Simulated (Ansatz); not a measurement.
## Bend profile

C2H7BO (SMILES CB(C)O), closed shell, at its PBE0-D4/def2-TZVP minimum:

```
11
angstrom
C -0.0822 1.3508 -0.6170
B -0.2149 -0.1751 -0.2757
C 0.4732 -0.8109 0.9913
O -0.9554 -0.9360 -1.1315
H -0.4326 1.5936 -1.6216
H -0.6783 1.9352 0.0945
H 0.9464 1.7058 -0.5032
H 0.1481 -1.8298 1.2229
H 1.5582 -0.8416 0.8350
H 0.3208 -0.1948 1.8823
H -1.0181 -1.8542 -0.8563
```

The angle H10–C3–H9 (105.6° at the minimum) is set to the values below, H10, with anything bonded beyond it, turning rigidly in the plane of the angle. Each method's energies count from its own value at the PBE0-D4 minimum structure. Ansatz 0.2.0; basis: def2-TZVPP; cores frozen in the correlated methods. B3LYP uses VWN-RPA correlation.

```tsv
angle (°)	CCSD(T) (kcal/mol)	PBE-D4 (kcal/mol)	wB97M-V (kcal/mol)	r2SCAN-D4 (kcal/mol)
87.6	5.64	5.12	5.47	5.30
92.1	3.19	2.86	3.09	2.95
96.6	1.44	1.26	1.38	1.29
101.1	0.38	0.31	0.36	0.31
105.6	0.00	0.00	0.00	0.00
110.1	0.31	0.34	0.31	0.36
114.6	1.31	1.31	1.29	1.39
119.1	2.98	2.92	2.92	3.07
123.6	5.32	5.14	5.20	5.40
```

Minimum and curvature along this coordinate at CCSD(T): A fifth-order fit through the nearest points gives 105.8°, with a curvature of about 1.5 meV/deg².

Largest difference from the CCSD(T) curve over the scan: PBE0-D4 0.21; B3LYP-D4 0.11; HF 0.83; MP2 0.06 kcal/mol. Each curve counts from its own value at the minimum.

No T1 diagnostic of these runs exceeds 0.012.

For scale, one of the runs: CCSD(T)/def2-TZVPP, 222 basis functions (an equivalent command: `ansatz run in.yaml --threads 4`). Hardware: 4 CPU threads, shared host. Wall time 46 s; peak host memory 3.7 GiB.
